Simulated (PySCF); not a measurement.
Cl3Ti (SMILES [Cl][Ti+]([Cl])[Cl]), charge +1, singlet, geometry from GFN2-xTB (such geometries of metal compounds can be far from the true shape) (the multiplicity is a formal guess). Base run: PySCF with DF-CAMB3LYP/cc-pVDZ.

Here is a job for PySCF.
```python
from pyscf import gto, scf, dft

mol = gto.M(
    atom='''
Ti    0.109145    0.562958    0.360363
Cl    1.801908   -0.380749   -0.500030
Cl   -0.787076   -1.073990    1.367088
Cl   -1.156078    0.726205   -1.333409
''',
    basis='cc-pvdz',
    charge=1,
    spin=0,
    verbose=4,
)

mf = dft.RKS(mol)
mf.xc = 'camb3lyp'
mf = mf.density_fit(auxbasis='def2-universal-jkfit')
mf.kernel()
```

Variants of this job, named by their change:

```csv
change,ΔE vs base (µEh),SCF cycles,outcome
base,0.0,14,converged
diis_space = 20,0.0,14,converged
diis_space = 12,0.0,14,converged
level_shift = 1.0 (with mf.max_cycle = 100),0.0,34,converged
diis_space = 2,0.0,24,converged
solver = newton,0.0,-,converged
conv_tol_grad = 1e-3,0.0,14,converged
conv_tol = 1e-6,0.3,10,converged
diis = off; damp = 0.6 (with mf.diis_start_cycle = 200; with mf.max_cycle = 150),0.0,31,converged
conv_tol = 1e-12,0.0,36,converged
init_guess = mod_huckel,-,50,not converged
diis = off; damp = 0.3 (with mf.diis_start_cycle = 200; with mf.max_cycle = 150),-,150,not converged
diis = off (with mf.max_cycle = 100),-,100,not converged
```
